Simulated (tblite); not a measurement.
Compound: C6H7N.
Atom-mapped SMILES: `[CH:1]#[C:2]/[CH:3]=[N:4]\[CH:5]1[CH2:6][CH2:7]1` (hydrogens: H8 on C1; H9 on C3; H10 on C5; H11, H12 on C6; H13, H14 on C7)

Computed with GFN2-xTB (tblite), gas phase: Langevin dynamics at 400 K from the optimised GFN2-xTB geometry, time step 0.5 fs, friction 0.01 fs⁻¹, 2000 steps. The instantaneous temperature is 2·E(kin)/(3Nk) with all 3N coordinates.

```tsv
t (fs)	T (K)	E(pot) above start (eV)	C1≡C2 (Å)	C2–C3 (Å)	C3=N4 (Å)	N4–C5 (Å)	C5–C6 (Å)	C1–H8 (Å)	C3–N4–C5–C6 (°)
0	310	0.000	1.202	1.420	1.266	1.397	1.511	1.050	-147
25	298	0.264	1.183	1.401	1.273	1.381	1.537	1.062	-131
50	266	0.550	1.230	1.436	1.281	1.440	1.536	1.041	-148
75	401	0.486	1.215	1.442	1.254	1.422	1.506	1.073	-142
100	550	0.315	1.189	1.391	1.265	1.429	1.471	1.021	-159
125	431	0.494	1.210	1.423	1.261	1.463	1.502	1.116	-154
150	410	0.558	1.208	1.468	1.290	1.361	1.528	1.018	-133
175	499	0.572	1.209	1.416	1.295	1.350	1.522	1.098	-133
200	413	0.486	1.201	1.383	1.264	1.459	1.508	1.046	-134
225	456	0.487	1.217	1.447	1.243	1.404	1.517	1.053	-143
250	317	0.655	1.192	1.478	1.265	1.383	1.587	1.072	-141
275	298	0.671	1.188	1.391	1.276	1.391	1.499	1.037	-128
300	328	0.472	1.215	1.433	1.266	1.401	1.501	1.095	-110
325	332	0.594	1.201	1.445	1.267	1.415	1.547	0.995	-123
350	406	0.385	1.206	1.490	1.265	1.394	1.475	1.105	-137
375	374	0.426	1.201	1.416	1.272	1.397	1.500	1.018	-146
400	498	0.540	1.208	1.406	1.288	1.404	1.458	1.061	-158
425	410	0.633	1.221	1.478	1.249	1.414	1.461	1.043	-162
450	364	0.610	1.201	1.474	1.219	1.369	1.501	1.082	-164
475	412	0.339	1.206	1.407	1.264	1.423	1.534	1.033	-153
500	331	0.594	1.195	1.375	1.347	1.408	1.530	1.086	-148
525	284	0.785	1.207	1.413	1.334	1.390	1.480	1.043	-147
550	306	0.548	1.215	1.442	1.267	1.448	1.570	1.069	-141
575	400	0.499	1.185	1.421	1.208	1.396	1.514	1.010	-143
600	408	0.500	1.191	1.405	1.267	1.422	1.531	1.102	-142
625	272	0.561	1.252	1.447	1.319	1.414	1.469	1.006	-150
650	438	0.544	1.154	1.394	1.271	1.393	1.473	1.087	-148
675	328	0.902	1.243	1.473	1.236	1.462	1.476	1.054	-146
700	613	0.438	1.217	1.428	1.276	1.381	1.504	1.096	-152
725	528	0.719	1.171	1.404	1.295	1.321	1.464	1.020	-155
750	472	0.966	1.207	1.446	1.250	1.411	1.561	1.077	-159
775	415	0.779	1.242	1.452	1.267	1.374	1.551	1.048	-167
800	569	0.673	1.184	1.410	1.275	1.385	1.490	1.070	-156
825	408	0.772	1.201	1.403	1.301	1.452	1.558	1.035	-157
850	456	0.619	1.214	1.398	1.286	1.428	1.550	1.075	-154
875	404	0.507	1.188	1.437	1.250	1.410	1.464	1.064	-158
900	428	0.380	1.220	1.415	1.272	1.372	1.503	1.031	-166
925	413	0.499	1.198	1.462	1.303	1.391	1.546	1.053	-156
950	373	0.621	1.211	1.396	1.295	1.377	1.497	1.032	-151
975	355	0.563	1.198	1.356	1.250	1.361	1.551	1.067	-141
1000	414	0.406	1.201	1.415	1.261	1.420	1.542	1.043	-132
```

**Question.** From 500 fs on, how do temperature and potential energy compare with equipartition?

**Answer.** The mean temperature of these 21 frames is 410 K against the target 400 K, and the mean potential energy 0.61 eV against 36 × kT/2 = 0.62 eV for 36 classical harmonic modes. For 14 atoms in a canonical ensemble the temperature itself scatters by T·√(2/(3N)) = 87 K; here its standard deviation is 85 K. The whole run lasts only 10 friction times of 100 fs, so these averages carry a wide statistical error.

**Question.** What are the kinetic and total energies of the listed frame with the highest potential energy?

**Answer.** The one at 750 fs, 0.966 eV above the start. Its kinetic energy is 3NkT/2 = 0.853 eV at 472 K, so the sum is 1.82 eV; over the listed frames the sum runs from 0.56 to 1.82 eV, since the thermostat adds and removes energy.

**Question.** How much do the listed bonds fluctuate from 500 fs on?

**Answer.** 
| bond | at the start (Å) | mean (Å) | standard deviation (Å) |
| --- | --- | --- | --- |
| C1≡C2 | 1.202 | 1.204 | 0.023 |
| C2–C3 | 1.420 | 1.419 | 0.028 |
| C3=N4 | 1.266 | 1.278 | 0.032 |
| N4–C5 | 1.397 | 1.401 | 0.032 |
| C5–C6 | 1.511 | 1.515 | 0.035 |
| C1–H8 | 1.050 | 1.056 | 0.027 |

The motion is classical and holds no zero-point motion.

What follows is the cost of the whole dynamics run. On AMD EPYC 9B45, one thread, no GPU, shared host, this took 5.5 s wall and 0.18 GiB of memory at its peak.
